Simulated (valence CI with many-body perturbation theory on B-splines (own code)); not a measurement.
## Ir⁴⁺: electric-dipole lines

Computed by relativistic CI+MBPT: five valence electrons over a frozen Dirac-Fock core [Xe] 4f14, radial functions for each j: 7 s, 7 p, 8 d, 6 f, 4 g, 1 h, with the one-electron correlation potential Σ1 (screened to all orders), the two-electron term Σ2, the three-electron term Σ3, Breit, model QED; selected single and double excitations, second order for the rest, scaled by the run's own slope (own B-spline code, finite nucleus).

No measured spectrum was set against this ion. As an estimate, terms of the open shell hold to 2 to 4 % of their energy, and close levels can change places; different configurations can be misplaced against each other by 1,000 to 8,000 cm⁻¹. Among the levels kept, up to 2200 cm⁻¹ of a level comes from second order outside the variational space, and about a tenth of that is noise between levels of different J, which matters for small intervals.

Lines 301 to 350 of 551 in falling wavelength, among levels below 208180 cm⁻¹, chosen from the strongest by gf and those to the six lowest levels. Wavelengths and rates use the calculated energies, so an error of 2000 cm⁻¹ moves a line at 723.5 Å by 1.4 % and its rate by three times that or more. Electric multipoles are in the length gauge, E1 and E2 with the static RPA response of the core. Weak lines are less certain than strong ones. Lines between different terms over intervals too small for the method are left out, as are lines whose strength nearly cancels. Where a level lies close to another of its J and parity, the split of strength between their lines is uncertain. The highest levels of a list are the least certain.

Names give the largest LS component (configuration and term), which can be under half, so a name can repeat, a term be missing and a line seem to break the LS rules; names also repeat where a configuration has a term twice. Letters in brackets count levels of one name in rising energy.

```tsv
λ vac (Å)	Upper	Lower	A (s⁻¹)	S (a.u.)
723.5	5d4 6p 6P°_5/2	5d5 4G_7/2	6.84e+07	7.68e-02
721.8	5d4 6p 4P°_3/2 [a]	5d5 4G_5/2 [a]	1.43e+08	1.06e-01
696.5	5d4 6p 4D°_1/2 [a]	5d5 4D_3/2 [a]	2.20e+08	7.35e-02
688.8	5d4 6p 4I°_9/2	5d5 4G_11/2	1.47e+08	2.36e-01
686.4	5d4 6p 4F°_5/2 [a]	5d5 4G_5/2 [b]	7.22e+07	6.92e-02
685.0	5d4 6p 6P°_7/2	5d5 4G_5/2 [a]	2.27e+08	2.88e-01
684.6	5d4 6p 4D°_7/2 [b]	5d5 2H_9/2	3.74e+08	4.74e-01
682.5	5d4 6p 4I°_9/2	5d5 4G_7/2	9.88e+07	1.55e-01
678.4	5d4 6p 4F°_5/2 [a]	5d5 4G_7/2	1.05e+08	9.74e-02
678.3	5d4 6p 4P°_5/2 [a]	5d5 2D_5/2 [a]	5.07e+08	4.69e-01
677.8	5d4 6p 4D°_7/2 [a]	5d5 2G_9/2 [a]	5.59e+08	6.87e-01
675.0	5d4 6p 2F°_5/2 [e]	5d5 2D_3/2 [b]	7.76e+08	7.07e-01
674.0	5d4 6p 4G°_5/2 [a]	5d5 4D_3/2 [a]	9.53e+07	8.64e-02
672.9	5d4 6p 4F°_7/2 [b]	5d5 2F_7/2 [a]	4.63e+08	5.57e-01
672.8	5d4 6p 4F°_9/2 [b]	5d5 2F_7/2 [a]	3.75e+08	5.64e-01
672.5	5d4 6p 6D°_7/2 [b]	5d5 2D_5/2 [a]	3.97e+08	4.77e-01
671.9	5d4 6p 4D°_7/2 [a]	5d5 2F_7/2 [a]	4.28e+08	5.13e-01
671.1	5d4 6p 6P°_3/2	5d5 4G_5/2 [a]	5.04e+08	3.00e-01
670.2	5d4 6p 4I°_11/2	5d5 4G_9/2	2.85e+08	5.08e-01
669.9	5d4 6p 6D°_1/2	5d5 4D_3/2 [a]	5.80e+08	1.72e-01
669.7	5d4 6p 4G°_5/2 [a]	5d5 4G_7/2	1.65e+08	1.47e-01
669.6	5d4 6p 4P°_5/2 [a]	5d5 4D_7/2	7.48e+08	6.65e-01
669.2	5d4 6p 2G°_7/2 [b]	5d5 2H_9/2	3.81e+08	4.51e-01
668.0	5d4 6p 2G°_7/2 [c]	5d5 2F_5/2 [b]	3.99e+08	4.69e-01
666.1	5d4 6p 4D°_3/2 [a]	5d5 4D_3/2 [a]	6.83e+08	3.99e-01
665.9	5d4 6p 4I°_11/2	5d5 4G_11/2	8.04e+07	1.41e-01
663.4	5d4 6p 4F°_9/2 [e]	5d5 4F_7/2	3.41e+08	4.91e-01
663.1	5d4 6p 2H°_11/2 [a]	5d5 2G_9/2 [a]	2.70e+08	4.66e-01
661.2	5d4 6p 2I°_11/2	5d5 2H_9/2	3.64e+08	6.23e-01
660.1	5d4 6p 4H°_7/2	5d5 4G_5/2 [a]	7.70e+08	8.74e-01
659.7	5d4 6p 4G°_9/2 [c]	5d5 2F_7/2 [b]	3.28e+08	4.65e-01
658.8	5d4 6p 6D°_3/2	5d5 4G_5/2 [b]	4.25e+08	2.40e-01
657.4	5d4 6p 4F°_5/2 [b]	5d5 4G_5/2 [b]	1.57e+08	1.32e-01
657.1	5d4 6p 4D°_5/2 [b]	5d5 2F_7/2 [a]	5.93e+08	4.98e-01
655.3	5d4 6p 2G°_9/2 [b]	5d5 2G_9/2 [b]	4.66e+08	6.47e-01
654.6	5d4 6p 2G°_9/2 [b]	5d5 2H_11/2	4.71e+08	6.52e-01
654.3	5d4 6p 4F°_3/2 [a]	5d5 4G_5/2 [a]	3.08e+08	1.70e-01
654.2	5d4 6p 4H°_9/2 [a]	5d5 4G_7/2	7.49e+08	1.03e+00
654.1	5d4 6p 4F°_5/2 [b]	5d5 4D_3/2 [a]	2.35e+08	1.95e-01
653.1	5d4 6p 2G°_7/2 [c]	5d5 4F_5/2	5.99e+08	6.59e-01
652.9	5d4 6p 2H°_9/2 [a]	5d5 2H_9/2	3.33e+08	4.57e-01
652.7	5d4 6p 2G°_9/2 [a]	5d5 2G_7/2 [a]	6.11e+08	8.38e-01
652.6	5d4 6p 4G°_9/2 [a]	5d5 2G_9/2 [a]	7.44e+08	1.02e+00
652.1	5d4 6p 2D°_3/2 [d]	5d5 2S_1/2	8.69e+08	4.76e-01
652.1	5d4 6p 4D°_3/2 [b]	5d5 4G_5/2 [b]	7.11e+08	3.89e-01
651.8	5d4 6p 2I°_13/2 [a]	5d5 4G_11/2	6.00e+08	1.15e+00
651.6	5d4 6p 4D°_5/2 [b]	5d5 4D_3/2 [b]	6.88e+08	5.64e-01
651.0	5d4 6p 4D°_7/2 [a]	5d5 2D_5/2 [a]	5.68e+08	6.19e-01
650.5	5d4 6p 4G°_5/2 [b]	5d5 4G_5/2 [b]	4.91e+08	4.01e-01
650.5	5d4 6p 6F°_9/2	5d5 4G_11/2	3.86e+08	5.25e-01
```
